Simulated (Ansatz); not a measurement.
Cartesian coordinates in Å:
```
N 1.0112 -1.2263 0.9292
C 0.1755 -0.4145 0.3928
N -1.1627 -0.3236 0.6616
B 0.7504 0.5975 -0.6705
O -0.1440 1.3896 -1.3088
H 0.5549 -1.8566 1.5945
H -1.7373 0.2381 0.0581
H -1.6218 -1.0382 1.2002
H 1.9206 0.6514 -0.9066
H 0.2533 1.9827 -1.9505
```

Charge 0, multiplicity 1.

Problem. List the B3LYP/def2-TZVPP orbital energies in eV (Ansatz 0.2.0). (Best estimate.)

Solution. The calculation gave: Occupied: -521.57, -389.86, -388.51, -278.04, -184.23, -28.65, -25.56, -22.96, -17.17, -15.40, -14.33, -14.05, -12.51, -10.92, -10.75, -9.92, -9.04, -7.09, -6.66. Lowest empty: -1.21, 0.28, 0.90, 1.89, 1.95, 2.35, 2.71, 3.32.

B3LYP here is the variant with VWN-RPA as its local correlation; programs differ in this.
